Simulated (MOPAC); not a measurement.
Job for MOPAC: PM6 on GaGeH5 (SMILES [GaH2][GeH3]), a point of a torsion scan.

```
PM6 1SCF PRECISE CHARGE=0 THREADS=1
GaGeH5

Ga     1.41118199 1    -0.08250133 1    -0.00252032 1
Ge    -1.00713716 1     0.09914556 1     0.02906447 1
H      2.41317471 1     1.15206548 1     0.01317887 1
H      2.19904581 1    -1.46276874 1    -0.05371518 1
H     -1.59926970 1     1.20644722 1    -0.81444745 1
H     -1.74618072 1    -1.11965300 1    -0.47669178 1
H     -1.66089160 1     0.33586797 1     1.37324762 1
```

Program output:

```
*******************************************************************************
 **                                                                           **
 **                              MOPAC v23.2.5                                **
 **                                                                           **
 *******************************************************************************
 ** MOPAC's Digital Object Identifier: https://doi.org/10.5281/zenodo.6511958 **
 **                                                                           **
 ** Please cite the open-source release paper for use of this MOPAC version:  **
 ** J. E. Moussa and J. J. P. Stewart (2026)                                  **
 ** MOPAC: An open-source semiempirical molecular orbital program             **
 ** J. Open Source Softw., 11(119), 8025, https://doi.org/10.21105/joss.08025 **
 *******************************************************************************

                              PM6 CALCULATION RESULTS

 *******************************************************************************
 *  PM6        - The PM6 Hamiltonian to be used
 *
 *
 *
 *                 CHARGE ON SYSTEM = 0
 *
 *
 *
 *  PRECISE    - TIGHTER CRITERIA TO BE USED
 *  1SCF       - DO 1 SCF AND THEN STOP
 *  THREADS=1  - MULTI-THREADING NOT USED
 *  T=         - A TIME OF 172800.0 SECONDS REQUESTED
 *  DUMP=N     - RESTART FILE WRITTEN EVERY 7200.0 SECONDS REQUESTED
 *******************************************************************************
PM6 1SCF PRECISE CHARGE=0 THREADS=1
 GaGeH5

   ATOM   CHEMICAL          X               Y               Z
  NUMBER   SYMBOL      (ANGSTROMS)     (ANGSTROMS)     (ANGSTROMS)

     1      Ga          1.41118199  *  -0.08250133  *  -0.00252032  *
     2      Ge         -1.00713716  *   0.09914556  *   0.02906447  *
     3       H          2.41317471  *   1.15206548  *   0.01317887  *
     4       H          2.19904581  *  -1.46276874  *  -0.05371518  *
     5       H         -1.59926970  *   1.20644722  *  -0.81444745  *
     6       H         -1.74618072  *  -1.11965300  *  -0.47669178  *
     7       H         -1.66089160  *   0.33586797  *   1.37324762  *



          CARTESIAN COORDINATES

    NO.       ATOM           X           Y           Z

     1        Ga          1.4112     -0.0825     -0.0025
     2        Ge         -1.0071      0.0991      0.0291
     3         H          2.4132      1.1521      0.0132
     4         H          2.1990     -1.4628     -0.0537
     5         H         -1.5993      1.2064     -0.8144
     6         H         -1.7462     -1.1197     -0.4767
     7         H         -1.6609      0.3359      1.3732

 General Reference for PM6:
 "Optimization of Parameters for Semiempirical Methods V: Modification of NDDO Approximations
 and Application to 70 Elements", J. J. P. Stewart, J. Mol. Mod., 13, 1173-1213 (2007)
 URL: https://link.springer.com/article/10.1007/s00894-007-0233-4

           Empirical Formula: H5 Ga Ge  =     7 atoms



      MOLECULAR POINT GROUP   :   C1


      RHF CALCULATION, NO. OF DOUBLY OCCUPIED LEVELS = 6


 -------------------------------------------------------------------------------
 PM6 1SCF PRECISE CHARGE=0 THREADS=1
 GaGeH5



     1SCF WAS SPECIFIED, SO BFGS WAS NOT USED
     SCF FIELD WAS ACHIEVED


                              PM6 CALCULATION
                                                       MOPAC v23.2.5 Linux




          FINAL HEAT OF FORMATION =         33.85328 KCAL/MOL =     141.64211 KJ/MOL


          COSMO AREA              =        111.64 SQUARE ANGSTROMS
          COSMO VOLUME            =         98.62 CUBIC ANGSTROMS

          IONIZATION POTENTIAL    =         10.881227 EV
          HOMO LUMO ENERGIES (EV) =        -10.881 -0.673
          NO. OF FILLED LEVELS    =          6
          MOLECULAR WEIGHT        =        147.3645         POINT GROUP:  C1

          MOLECULAR DIMENSIONS (Angstroms)

            Atom       Atom       Distance
            H     6    H     3     4.76455
            H     4    H     5     4.19885
            H     4    H     7     2.11029


          SCF CALCULATIONS        =          1





   ATOM   CHEMICAL          X               Y               Z
  NUMBER   SYMBOL      (ANGSTROMS)     (ANGSTROMS)     (ANGSTROMS)

     1      Ga          1.41118199  *  -0.08250133  *  -0.00252032  *
     2      Ge         -1.00713716  *   0.09914556  *   0.02906447  *
     3       H          2.41317471  *   1.15206548  *   0.01317887  *
     4       H          2.19904581  *  -1.46276874  *  -0.05371518  *
     5       H         -1.59926970  *   1.20644722  *  -0.81444745  *
     6       H         -1.74618072  *  -1.11965300  *  -0.47669178  *
     7       H         -1.66089160  *   0.33586797  *   1.37324762  *

                             CARTESIAN COORDINATES

   1   Ga        1.411181990    -0.082501330    -0.002520320
   2   Ge       -1.007137160     0.099145560     0.029064470
   3    H        2.413174710     1.152065480     0.013178870
   4    H        2.199045810    -1.462768740    -0.053715180
   5    H       -1.599269700     1.206447220    -0.814447450
   6    H       -1.746180720    -1.119653000    -0.476691780
   7    H       -1.660891600     0.335867970     1.373247620


           Empirical Formula: H5 Ga Ge  =     7 atoms



      MOLECULAR POINT GROUP   :   C1


                  EIGENVALUES
 -19.36423 -17.51724 -12.38039 -11.83488 -11.27508 -10.88123  -0.67274   0.61583
   2.39825   2.43756   3.40025   4.03996   4.10727


              NET ATOMIC CHARGES AND DIPOLE CONTRIBUTIONS

  ATOM NO.   TYPE          CHARGE      No. of ELECS.   s-Pop       p-Pop
    1         Ga          -0.278151        3.2782     1.35474     1.92341
    2         Ge          -0.341391        4.3414     1.19411     3.14728
    3          H           0.139238        0.8608     0.86076
    4          H           0.138755        0.8612     0.86125
    5          H           0.113112        0.8869     0.88689
    6          H           0.110502        0.8895     0.88950
    7          H           0.117934        0.8821     0.88207
 DIPOLE           X         Y         Z       TOTAL
 POINT-CHG.     0.109    -0.005     0.011     0.110
 HYBRID        -0.252     0.020     0.010     0.253
 SUM           -0.142     0.015     0.021     0.145


          ATOMIC ORBITAL ELECTRON POPULATIONS

     Atom    s        px        py        pz
    1 Ga   1.35474   0.87810   1.02696   0.01835
    2 Ge   1.19411   0.97278   1.08702   1.08748
    3  H   0.86076
    4  H   0.86125
    5  H   0.88689
    6  H   0.88950
    7  H   0.88207

 **********************
 *                    *
 * JOB ENDED NORMALLY *
 *                    *
 **********************




 == MOPAC DONE ==
```

The run finished.

Cost: around 0.020 core-seconds (rough).
